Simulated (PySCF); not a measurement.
Species: C7H9O2 (doublet state).
Z-matrix (Å and degrees, GFN2-xTB geometry), rows numbered from 1:
```
C 
O   1  1.3198
C   2  1.3834  1  119.59
O   3  1.2136  2  121.38  1     0.04
C   3  1.4458  2  110.20  1  -179.96
C   5  1.3476  3  121.01  2   179.39
C   6  1.4434  5  126.14  3   179.99
C   7  1.3378  6  119.83  5   179.09
C   7  1.4998  6  118.53  5    -0.81
H   1  1.0713  2  115.95  3   179.61
H   1  1.0761  2  119.94  3    -0.15
H   5  1.0786  3  115.95  2    -0.48
H   6  1.0826  5  117.23  3    -0.15
H   8  1.0766  7  121.94  6  -179.90
H   8  1.0766  7  121.57  6     0.03
H   9  1.0864  7  110.61  6  -178.65
H   9  1.0887  7  110.31  6   -58.34
H   9  1.0889  7  110.33  6    61.11
```

The hyperfine couplings belong to this conformer and change with its torsions.

Identity: `[CH2]OC(=O)/C=C/C(=C)C` [radical].

Method used: UKS B3LYP, pcH-1 on C H O, non-relativistic, mean-field spin-orbit, GIAO in PySCF 2.14.0. The structure is a single GFN2-xTB conformer in the gas phase; no vibrational or solvent corrections. Couplings are sensitive to structure, and on GFN2-xTB geometries they can be far from those on DFT ones. Stability of the SCF solution: not tested.

Problem. Break the g tensor into its mass correction, gauge correction and orbital-Zeeman/spin–orbit terms.

Solution. 
| Δg (ppm) | 1 | 2 | 3 |
| --- | --- | --- | --- |
| relativistic mass correction | -171 | -171 | -171 |
| gauge correction | 0 | 44 | 36 |
| orbital Zeeman/spin–orbit | -10 | 381 | 1555 |
| total | -180 | 254 | 1420 |

So g = 2.00214, 2.00257, 2.00374 and g_iso = 2.00282; the tensor is rhombic: the two nearest values differ by 27 % of g3 − g1. Axes: g3 points within 5° of the C1–H10 bond.

Problem. At 33.922 GHz, how far is the centre of the isotropic spectrum from where a free electron (g = 2.002319) resonates?

Solution. B = hν/(g μB) with μB/h = 13.99624 MHz/mT gives 1210.42 mT for the free electron and 1210.12 mT at g_iso, 0.30 mT lower.

Problem. Average each term over the three axes. Which is largest in size?

Solution. The orbital-Zeeman/spin–orbit term 642, the mass correction -171 and the gauge correction 27 ppm, for a total of 498 ppm. The orbital-Zeeman/spin–orbit term is the largest in size. The mass correction is the same along every axis, so the anisotropy comes from the other two: their spans along these axes are 43 (gauge) and 1565 ppm (orbital Zeeman/spin–orbit).

Problem. In a frozen sample, at which fields do the three g values resonate at 9.5, 34, 94 and 263 GHz (hyperfine left aside), and which band first spreads them over more than twice a line width of 0.5 mT?

Solution. 
```
band    GHz  B(g3) mT  B(g2) mT  B(g1) mT  spread mT
   X    9.5    338.74    338.94    339.01       0.27
   Q   34.0   1212.34   1213.05   1213.31       0.97
   W   94.0   3351.78   3353.73   3354.46       2.68
   J  263.0   9377.84   9383.31   9385.34       7.50
```

The spread grows in proportion to the frequency. W band is the first where it exceeds 1.0 mT.

Largest spin populations (Mulliken): C1 (+0.91) and C6 (+0.08). C1 is the only atom above +0.15. The angles at C1 add up to 360.0°, so it is planar; its axial dipolar tensor and the negative couplings of its protons fit spin in a p orbital normal to that plane.

The HOMO–LUMO gaps are 3.08 eV among the α and 4.49 eV among the β orbitals.
